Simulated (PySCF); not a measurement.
Computed IR spectrum (relative IR intensity) of a molecule C4H6BFO. The structure is a stationary point at B3LYP-D3(BJ)/def2-SVP. One conformer was computed; it need not be the lowest. Method: B3LYP-D3(BJ)/def2-SVP (PySCF). Harmonic, unscaled wavenumbers; measured fundamentals usually lie a few per cent lower.

ν (cm⁻¹): 64 (w), 298 (m), 330 (vw), 394 (w), 501 (w), 571 (vw), 857 (w), 973 (m), 1111 (m), 1181 (s), 1229 (s), 1343 (vs), 1389 (w), 1415 (m), 1437 (w), 1443 (vw), 2309 (vs), 2925 (m), 2948 (m), 3022 (w), 3825 (w) (against the strongest line: vs over 80 %, s over 45 %, m over 15 %, w over 4 %, vw less)

Question: Which molecule gave these data?
(A) C=C=C(C)B(O)F
(B) C#CCB(F)CO
(C) CC#CB(F)CO
(D) CB(O)C=C=CF

Answer: C, CC#CB(F)CO
